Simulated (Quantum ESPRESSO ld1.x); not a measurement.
The numbers below are computed, except where a source is named.
Input file for ld1.x (Quantum ESPRESSO 7.5):

```
 &input
    atom='Al',
    iswitch=1,
    rel=0,
    lsd=1,
    dft='PW',
    config='[Ne] 3p2',
    verbosity='high',
    prefix='ld1',
    max_out_wfc=37,
    file_charge='ld1.rho',
 /
```

Command: `OMP_NUM_THREADS=1 ld1.x < ld1.in > ld1.out`

Output (excerpt):

```
     Program LD1 v.7.5 starts

     --------------------------- All-electron run ----------------------------

     atomic number is 13.00
     dft =PW   lsd =1 sic =0 latt =0  beta=0.20 tr2=1.0E-14
     Exchange-correlation= PW
                           (   1   4   0   0   0   0   0)
     mesh =1773 r(mesh) = 100.58978 a.u. xmin = -7.00 dx = 0.00800
     1 Ry =  13.60569312 eV

     n l     nl                  e(Ry)          e(Ha)          e(eV)
     1 0     1S 1( 1.00)    -111.163236716     -55.581618358  -1512.4528853
     2 0     2S 1( 1.00)      -8.710737673      -4.355368836   -118.5156236
     2 1     2P 1( 3.00)      -5.969253386      -2.984626693    -81.2158297
     3 1     3P 1( 2.00)      -0.813819632      -0.406909816    -11.0725802
     1 0     1S 2( 1.00)    -111.150307457     -55.575153728  -1512.2769738
     2 0     2S 2( 1.00)      -8.693861391      -4.346930696   -118.2860101
     2 1     2P 2( 3.00)      -5.947585713      -2.973792857    -80.9210260
     3 1     3P 2( 0.00)      -0.640208881      -0.320104440     -8.7104856

     final scf error:  9.8E-15 reached in  28 iterations

     Etot =    -481.407450 Ry,    -240.703725 Ha,   -6549.882029 eV
     Total magnetization:    2.00 Bohr mag.

     Ekin =     480.179401 Ry,     240.089701 Ha,    6533.173578 eV
     Encl =   -1142.547968 Ry,    -571.273984 Ha,  -15545.157033 eV
     Eh   =     215.372142 Ry,     107.686071 Ha,    2930.287265 eV
     Exc  =     -34.411024 Ry,     -17.205512 Ha,    -468.185838 eV

     normalization and overlap integrals

     s(1S/1S) =  1.000000  <r> =   0.1210  <r2> =    0.0197  r(max) =   0.0788
     s(2S/2S) =  1.000000  <r> =   0.6303  <r2> =    0.4765  r(max) =   0.5001
     s(2P/2P) =  1.000000  <r> =   0.6038  <r2> =    0.4637  r(max) =   0.4262
     s(3P/3P) =  1.000000  <r> =   2.7430  <r2> =    8.7375  r(max) =   2.3049
     s(1S/1S) =  1.000000  <r> =   0.1209  <r2> =    0.0197  r(max) =   0.0788
     s(2S/2S) =  1.000000  <r> =   0.6295  <r2> =    0.4748  r(max) =   0.5001
     s(2P/2P) =  1.000000  <r> =   0.6022  <r2> =    0.4601  r(max) =   0.4296
     s(3P/3P) =  1.000000  <r> =   2.9030  <r2> =    9.9451  r(max) =   2.3421

     ------------------------ End of All-electron run ------------------------
```

Run on one thread of a shared host, so times are rough (Intel(R) Xeon(R) Processor @ 2.60GHz): 0.62 s of CPU time, 0.65 s wall, 28 iterations on 1773 mesh points.
